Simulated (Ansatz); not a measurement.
System: CH$_{3}$Si (charge +1, singlet). 
Structure (B3LYP-D3(BJ)/def2-TZVP (Ansatz, a first-principles code) minimum search):
```xyz
5

C     -1.0493    -0.0100    -0.0408
Si     0.7595     0.0072     0.0295
H     -1.4073    -0.6121    -0.8909
H     -1.4513     1.0090    -0.1568
H     -1.4778    -0.4382     0.8792
```
Charge +1, spin multiplicity 1.

Basis-set convergence of Hartree-Fock and MP2 correlation energies (hartree) with Ansatz. Correlated levels leave the core frozen unless marked. No spin-orbit coupling. No relativistic terms.

```tsv
basis	functions	E(HF)	E(corr, MP2)
def2-SVPD	68	-328.11012	-0.21078
def2-TZVPPD	136	-328.25251	-0.24803
def2-QZVPPD	238	-328.26235	-0.26358
```

Extrapolating the two largest sets (X = 3 and 4) as X^-3: E(corr) = (64·(-0.26358) - 27·(-0.24803))/37 = -0.2749 Eh, an estimate of the basis-set limit. The largest set recovers 95.9 % of it, the smallest 76.7 %.
